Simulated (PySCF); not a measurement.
# Two-component Hartree-Fock for Ni⁻ (nickel, charge -1)

Start: [Ar] 3d9 4s2; 3d3/2 filled at m_j = -3/2, -1/2, +1/2, +3/2; 3d5/2 filled at m_j = -3/2, -1/2, +1/2, +3/2, +5/2. Calculated with PySCF 2.14 in x2c-TZVPall-2c with one added diffuse shell each of s, p, d type (7s8p5d1f, 63 functions): generalised Hartree-Fock with the X2C-1e Hamiltonian and a Gaussian nucleus; one run each with spin-orbit coupling (SO) switched off, then screened by Boettger's factors.

| spinor shell | electrons | ε, spin-free (eV) | ε, screened SO (eV) | weight of nominal j (screened SO) | rms radius, screened SO (bohr) |
| --- | --- | --- | --- | --- | --- |
| 1s1/2 | 2 | -8391.5 | -8391.4 | 1.000 | 0.0624 |
| 2s1/2 | 2 | -1039.3 | -1039.2 | 1.000 | 0.265 |
| 2p1/2 | 2 | -888.53 | -900.79 | 0.999 | 0.236 |
| 2p3/2 | 4 | -888.53 | -882.53 | 1.000 | 0.239 |
| 3s1/2 | 2 | -124.63 | -124.61 | 1.000 | 0.799 |
| 3p1/2 | 2 | -78.748 | -81.395 | 0.942 | 0.850 |
| 3d3/2 | 4 | -6.786 | -7.397 | 0.797 | 1.22 |
| 3d5/2 | 5 | -6.786 | -6.303 | 0.837 | 1.27 |
| 4s1/2 | 2 | -0.528 | -0.529 | 1.000 | 5.05 |

Task: Where does 3p3/2 lie, and what is the 3p spin-orbit splitting (screened SO)?

Result: At -77.438 eV, 3.958 eV above 3p1/2.

```tsv
quantity	spin-free	screened SO
E (hartree)	-1519.00246	-1519.03777
M_J	5/2	5/2
⟨J²⟩	8.776	8.777
⟨L²⟩	6.011	6.013
⟨S²⟩	0.765	0.767
```

Each row is a mean over spinors that exchange with the open shell spreads, by up to 6.774 eV (3p3/2).

Rows whose weight is well below 1 are mixtures of j = l ± 1/2: exchange outweighs spin-orbit coupling there, and the label is only the starting occupation.

Without spin-orbit coupling the j labels of p, d and f shells carry no meaning; the spin-free column gives the mean over the occupied spinors of each nl shell.
